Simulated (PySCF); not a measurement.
C8H8FN.
Cartesian coordinates in Å at the GFN2-xTB level; atoms count from 1:
```
atom  x, y, z in Å
C1    -3.5240   -0.0133   -0.4388
N2    -2.6531   -0.4755    0.3374
C3    -1.2980   -0.2354    0.2210
C4    -0.5604    0.0720    1.3654
C5     0.8063    0.2475    1.3042
C6     1.5022    0.0855    0.1103
C7     2.9913    0.2361    0.0598
C8     0.7860   -0.2519   -1.0307
C9    -0.5850   -0.3919   -0.9709
F10   -1.2498   -0.7288   -2.1033
H11   -4.5498   -0.3161   -0.2825
H12   -3.3322    0.6887   -1.2538
H13   -1.0931    0.1904    2.2961
H14    1.3490    0.5038    2.2019
H15    3.3333    0.9512    0.8039
H16    3.3169    0.5637   -0.9243
H17    3.4685   -0.7214    0.2706
H18    1.2831   -0.3981   -1.9778
```

NICS is the negative of the GIAO shielding at a point without a nucleus: at the ring centre (0) and 1 Å above and below it (1); zz is the component along the ring normal. Level: GIAO PBE0/pcSseg-1 (PySCF, non-relativistic, gas phase) on the GFN2-xTB geometry, one conformer.

Ring bond lengths (Å), with Mayer bond orders in brackets: C3–C4 1.396 (1.38), C4–C5 1.379 (1.47), C5–C6 1.391 (1.40), C6–C8 1.389 (1.38), C8–C9 1.379 (1.45), C9–C3 1.398 (1.29).

Q: What do the NICS probes read (ppm)?

A: 
| ring | type | NICS(0) | NICS(1), two faces | NICS(1)zz, two faces | rms pucker (Å) | centre to ring atoms, mean (Å) |
| --- | --- | --- | --- | --- | --- | --- |
| C3–C4–C5–C6–C8–C9 | 6-membered carbocycle; formal bonds all aromatic | -10.0 | -10.5 / -10.7 | -25.3 / -25.4 | 0.01 | 1.39 |

Q: What can be read from them?

A: 
- C3–C4–C5–C6–C8–C9: mean NICS(1)zz -25.3 ppm, shielded. For a flat ring without four-coordinate atoms the NICS criterion counts such a value as aromatic.

Q: How equal are the bonds by HOMA? Use HOMA with the parameters of Krygowski (1993).

A: 
- C3–C4–C5–C6–C8–C9: HOMA 0.99 = 1 − EN − GEO, with mean bond length 1.389 Å, EN = α(Ropt − mean)² = 0.000 and GEO = α × variance = 0.013. The geometric and the magnetic index point the same way.
